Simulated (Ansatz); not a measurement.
Born–Oppenheimer molecular dynamics of CH9NOSi2 (14 atoms, charge 0, multiplicity 1). It starts from a relaxed structure.

The calculation used RKS revPBE-D4/STO-3G in Ansatz 0.2.0.

```
ensemble                      : NVE (velocity Verlet)
time step                     : 0.5 fs
steps asked                   : 500
starting velocities drawn for : 300 K
masses                        : H 2.014 u
seed                          : 13361
```

First frame:

```xyz
14
Properties=species:S:1:pos:R:3
Si 0.058 -0.217 0.015
Si 0.132 -0.020 2.296
H -1.198 0.049 2.894
H 0.844 -1.128 2.922
H 0.833 1.206 2.663
N 1.575 0.110 -0.907
H 2.382 -0.348 -0.378
H 1.798 1.145 -0.771
H -0.937 0.727 -0.512
O -0.295 -1.853 -0.492
C -1.551 -2.295 0.135
H -1.512 -2.322 1.258
H -2.444 -1.673 -0.146
H -1.746 -3.336 -0.217
```

(1) How far do the bonds stretch over the last three quarters of this one trajectory? (Pairs bonded in most of those frames.)

## Answers

(1) 
```tsv
bond	mean (Å)	spread (Å)	shortest	longest
Si1–Si2	2.291	0.017	2.25	2.32
Si1–N6	1.810	0.017	1.77	1.85
Si1–H9	1.470	0.014	1.45	1.49
Si1–O10	1.750	0.021	1.71	1.80
Si2–H3	1.462	0.025	1.42	1.50
Si2–H4	1.459	0.015	1.44	1.48
Si2–H5	1.459	0.005	1.45	1.47
N6–H7	1.071	0.026	1.02	1.12
N6–H8	1.073	0.028	1.02	1.13
O10–C11	1.473	0.014	1.45	1.50
C11–H12	1.127	0.035	1.06	1.20
C11–H13	1.128	0.032	1.06	1.20
C11–H14	1.118	0.015	1.09	1.15
```

Mean temperature of the second half: 149 K. The conserved energy stayed within 0.16 meV per atom of its start (net change 0.081 meV per atom), so the integration is sound. Over the second half the temperature averaged 0.50 of the 300 K drawn at the start: a run that starts near a minimum puts about half its kinetic energy into the potential. A run of 0.25 ps of so small a system gives no equilibrium averages. Limits of this set-up: minimal basis.

The run took 25 min on 1 thread of Arm Neoverse V1 (shared host), peak memory 0.1 GiB.
